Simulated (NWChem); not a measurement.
System: GeF cation, singlet

NWChem input:

```
start job
memory heap 200 mb stack 900 mb global 1100 mb
charge 1
geometry units angstroms noautoz
  F      0.000000     0.000000    -1.332319
  Ge     0.000000     0.000000     0.376597
end
basis spherical
  * library def2-svp
end
dft
  xc becke97-2
  iterations 150
  mulliken
end
task dft energy
```

Output (shortened):

```
             Northwest Computational Chemistry Package (NWChem) 7.3.0
             --------------------------------------------------------

 ORDER OF PRIMARY AXIS IS BEING SET TO 4
 C4V symmetry detected

                             Geometry "geometry" -> ""
                             -------------------------

 Output coordinates in angstroms (scale by  1.889725989 to convert to a.u.)

  No.       Tag          Charge          X              Y              Z
 ---- ---------------- ---------- -------------- -------------- --------------
    1 F                    9.0000     0.00000000     0.00000000    -1.33378810
    2 Ge                  32.0000     0.00000000     0.00000000     0.37512790

 Effective nuclear repulsion energy (a.u.)      89.1811228357

      Symmetry information
      --------------------

 Group name             C4v
 Group number             18
 Group order               8
 No. of unique centers     2

                                 NWChem DFT Module
                                 -----------------

 Summary of "ao basis" -> "ao basis" (spherical)
 ------------------------------------------------------------------------------
       Tag                 Description            Shells   Functions and Types
 ---------------- ------------------------------  ------  ---------------------
 F                          def2-svp                 6       14   3s2p1d
 Ge                         def2-svp                12       32   5s4p3d

      Symmetry analysis of basis
      --------------------------

        a1         18
        a2          0
        b1          4
        b2          4
        e          20

            General Information
            -------------------
          SCF calculation type: DFT
          Wavefunction type:  closed shell.
          No. of atoms     :     2
          No. of electrons :    40
           Alpha electrons :    20
            Beta electrons :    20
          Charge           :     1
          Spin multiplicity:     1
          Use of symmetry is: on ; symmetry adaption is: on
          Maximum number of iterations: 150
          AO basis - number of functions:    46
                     number of shells:    18
          Convergence on energy requested:  1.00D-06
          Convergence on density requested:  1.00D-05
          Convergence on gradient requested:  5.00D-04

              XC Information
              --------------
                   Becke 97-2 Method XC Functional
                     Hartree-Fock (Exact) Exchange  0.210
                 Becke 1997-2  Exchange Functional  1.000
                Becke 1997-2 Correlation Potential  1.000

             Grid Information
             ----------------
          Grid used for XC integration:  medium
          Radial quadrature: Mura-Knowles
          Angular quadrature: Lebedev.
          Tag              B.-S. Rad. Rad. Pts. Rad. Cut. Ang. Pts.
          ---              ---------- --------- --------- ---------
          F                   0.50       49           7.0       434
          Ge                  1.25      112           6.0       590
          Grid pruning is: on
          Number of quadrature shells:   161
          Spatial weights used:  Erf1

      Superposition of Atomic Density Guess
      -------------------------------------

 Sum of atomic energies:       -2174.33600174

 Renormalizing density from      41.00 to     40

      Non-variational initial energy
      ------------------------------

 Total energy =   -2141.617985
 1-e energy   =   -3133.338830
 2-e energy   =     902.539722
 HOMO         =      -0.875819
 LUMO         =      -0.432271

      Symmetry analysis of molecular orbitals - initial
      -------------------------------------------------

 !! scf_movecs_sym_adapt:    8 vectors were symmetry contaminated

  Symmetry fudging

 !! scf_movecs_sym_adapt:    8 vectors were symmetry contaminated

  Numbering of irreducible representations:

     1 a1          2 a2          3 b1          4 b2          5 e

  Orbital symmetries:

     1 a1          2 a1          3 a1          4 e           5 e
     6 a1          7 a1          8 a1          9 e          10 e
    11 a1         12 e          13 e          14 b2         15 b1
    16 a1         17 a1         18 e          19 e          20 a1
    21 e          22 e          23 a1         24 a1         25 e
    26 e          27 a1         28 b1         29 b2         30 e

     ---------------------------------------------
      Total Density - Mulliken Population Analysis
     ---------------------------------------------

    Atom       Charge   Shell Charges
 -----------   ------   -------------------------------------------------------
    1 F    9     9.61   1.99  1.21  0.74  3.72  1.94  0.00
    2 Ge  32    30.39   2.00  2.00  2.01  1.82  0.19  6.00  6.03  0.23  0.05  8.71  1.28  0.07

   convergence    iter        energy       DeltaE   RMS-Dens  Diis-err
 ---------------- ----- ----------------- --------- --------- ---------
 d= 0,ls=0.0,diis     1  -2176.3474095093 -2.27D+03  4.89D-02  7.25D+00
 d= 0,ls=0.0,diis     2  -2175.2587696685  1.09D+00  4.11D-02  1.85D+01
 d= 0,ls=0.0,diis     3  -2176.5495737537 -1.29D+00  1.39D-02  2.18D+00
 d= 0,ls=0.0,diis     4  -2176.7281567574 -1.79D-01  1.96D-03  6.07D-03
 d= 0,ls=0.0,diis     5  -2176.7285147973 -3.58D-04  6.26D-04  2.29D-03
  Resetting Diis
 d= 0,ls=0.0,diis     6  -2176.7287836930 -2.69D-04  3.85D-05  1.24D-05
 d= 0,ls=0.0,diis     7  -2176.7287849211 -1.23D-06  5.72D-06  4.47D-08
 d= 0,ls=0.0,diis     8  -2176.7287849205  5.39D-10  3.08D-06  6.85D-08

         Total DFT energy =    -2176.728784920535
      One electron energy =    -3199.016029739541
           Coulomb energy =     1022.904216012626
    Exchange-Corr. energy =      -89.798094029332
 Nuclear repulsion energy =       89.181122835712

 Numeric. integr. density =       40.000003793213

                  Occupations of the irreducible representations
                  ----------------------------------------------

                     irrep           alpha         beta
                     --------     --------     --------
                     a1               10.0         10.0
                     a2                0.0          0.0
                     b1                1.0          1.0
                     b2                1.0          1.0
                     e                 8.0          8.0

                       DFT Final Molecular Orbital Analysis
                       ------------------------------------

 Vector   18  Occ=2.000000D+00  E=-6.897697D-01  Symmetry=e
              MO Center= -2.0D-16, -6.3D-17, -1.2D+00, r^2= 6.3D-01
   Bfn.  Coefficient  Atom+Function         Bfn.  Coefficient  Atom+Function
  ----- ------------  ---------------      ----- ------------  ---------------
     4      0.537977  1 F  px                 7     -0.357741  1 F  px
     5     -0.354735  1 F  py                 8      0.235889  1 F  py
    26     -0.119019  2 Ge px                27      0.078479  2 Ge py
    29     -0.073033  2 Ge px                23      0.063993  2 Ge px
    45     -0.051561  2 Ge d  1              30      0.048157  2 Ge py

 Vector   19  Occ=2.000000D+00  E=-6.897697D-01  Symmetry=e
              MO Center= -1.1D-17, -1.8D-16, -1.2D+00, r^2= 6.3D-01
   Bfn.  Coefficient  Atom+Function         Bfn.  Coefficient  Atom+Function
  ----- ------------  ---------------      ----- ------------  ---------------
     5      0.537977  1 F  py                 8     -0.357741  1 F  py
     4      0.354735  1 F  px                 7     -0.235889  1 F  px
    27     -0.119019  2 Ge py                26     -0.078479  2 Ge px
    30     -0.073033  2 Ge py                24      0.063993  2 Ge py
    43      0.051561  2 Ge d -1              29     -0.048157  2 Ge px

 Vector   20  Occ=2.000000D+00  E=-6.470307D-01  Symmetry=a1
              MO Center= -8.9D-17, -1.8D-16,  3.3D-02, r^2= 2.2D+00
   Bfn.  Coefficient  Atom+Function         Bfn.  Coefficient  Atom+Function
  ----- ------------  ---------------      ----- ------------  ---------------
    18      0.650729  2 Ge s                  6      0.440983  1 F  pz
    17     -0.357188  2 Ge s                  9     -0.296173  1 F  pz
    28      0.291203  2 Ge pz                19      0.197070  2 Ge s
    25     -0.160316  2 Ge pz                31      0.082066  2 Ge pz
    16      0.073016  2 Ge s                 34      0.071164  2 Ge d  0

 Vector   21  Occ=0.000000D+00  E=-3.703255D-01  Symmetry=e
              MO Center= -1.6D-16,  2.4D-16,  3.5D-01, r^2= 2.3D+00
   Bfn.  Coefficient  Atom+Function         Bfn.  Coefficient  Atom+Function
  ----- ------------  ---------------      ----- ------------  ---------------
    27      0.600851  2 Ge py                30      0.516735  2 Ge py
    24     -0.292333  2 Ge py                 5      0.208483  1 F  py
     8     -0.169698  1 F  py                26     -0.109666  2 Ge px
    21      0.093917  2 Ge py                29     -0.094314  2 Ge px
    23      0.053356  2 Ge px                43      0.041437  2 Ge d -1

 Vector   22  Occ=0.000000D+00  E=-3.703255D-01  Symmetry=e
              MO Center=  1.4D-16, -2.0D-16,  3.5D-01, r^2= 2.3D+00
   Bfn.  Coefficient  Atom+Function         Bfn.  Coefficient  Atom+Function
  ----- ------------  ---------------      ----- ------------  ---------------
    26      0.600851  2 Ge px                29      0.516735  2 Ge px
    23     -0.292333  2 Ge px                 4      0.208483  1 F  px
     7     -0.169698  1 F  px                27      0.109666  2 Ge py
    20      0.093917  2 Ge px                30      0.094314  2 Ge py
    24     -0.053356  2 Ge py                45     -0.041437  2 Ge d  1

 Vector   23  Occ=0.000000D+00  E=-2.398230D-01  Symmetry=a1
              MO Center= -3.5D-16, -8.5D-17,  3.3D-01, r^2= 2.9D+00
   Bfn.  Coefficient  Atom+Function         Bfn.  Coefficient  Atom+Function
  ----- ------------  ---------------      ----- ------------  ---------------
    31      0.764712  2 Ge pz                28      0.451522  2 Ge pz
     3      0.391317  1 F  s                  6     -0.263397  1 F  pz
    18     -0.241420  2 Ge s                  9      0.220529  1 F  pz
    25     -0.221182  2 Ge pz                19     -0.164292  2 Ge s
    44      0.164060  2 Ge d  0               2      0.141415  1 F  s

     ---------------------------------------------
      Total Density - Mulliken Population Analysis
     ---------------------------------------------

    Atom       Charge   Shell Charges
 -----------   ------   -------------------------------------------------------
    1 F    9     9.26   1.99  1.15  0.81  3.31  2.00  0.01
    2 Ge  32    30.74   2.00  2.00  2.00  1.71  0.24  6.00  5.97  0.54  0.17  8.14  1.79  0.18

     -------------------------------------------
      Total Density - Lowdin Population Analysis
     -------------------------------------------

    Atom       Charge   Shell Charges
 -----------   ------   -------------------------------------------------------
    1 F    9     9.09   1.98  1.04  0.76  3.18  2.13  0.01
    2 Ge  32    30.91   2.00  2.00  1.98  1.28  0.61  5.99  5.79  0.72  0.32  7.85  2.01  0.36

     Multipole analysis of the density
     ---------------------------------

     L   x y z        total         alpha         beta         nuclear
     -   - - -        -----         -----         ----         -------
     0   0 0 0      1.000000    -20.000000    -20.000000     41.000000

     1   1 0 0      0.000000      0.000000      0.000000      0.000000
     1   0 1 0     -0.000000     -0.000000     -0.000000      0.000000
     1   0 0 1      1.201208      0.600604      0.600604      0.000000

     2   2 0 0    -11.809514     -5.904757     -5.904757      0.000000
     2   1 1 0      0.000000      0.000000      0.000000      0.000000
     2   1 0 1      0.000000      0.000000      0.000000      0.000000
     2   0 2 0    -11.809514     -5.904757     -5.904757      0.000000
     2   0 1 1     -0.000000     -0.000000     -0.000000      0.000000
     2   0 0 2    -13.882664    -43.569714    -43.569714     73.256765
```

Level: B97-2/def2-SVP. Low-valent species are run as closed-shell singlets; no triplet was tried in these runs. The geometry was optimised at PBE-D3(BJ)/def2-SVP.
